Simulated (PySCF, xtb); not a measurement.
1,1,2-trichloro-2-fluoroethene (C2Cl3F), SMILES ClC(=C(Cl)Cl)F.

Harmonic wavenumbers (cm⁻¹) from xtb 6.7.1 with GFN2-xTB at its own minimum, in rising order: 113, 131, 215, 311, 323, 356, 415, 497, 770, 855, 1082, 1630.

### Question
What does B3LYP-D3(BJ)/def2-SVP (PySCF) give at its own minimum? (Estimate from the structure and the level; the computed values follow.)

### Answer
121, 173, 253, 313, 364, 406, 525, 547, 850, 974, 1218, 1709. Paired by order, the mean absolute difference is 63 cm⁻¹ and the zero-point energies are 9.6 and 10.7 kcal/mol.
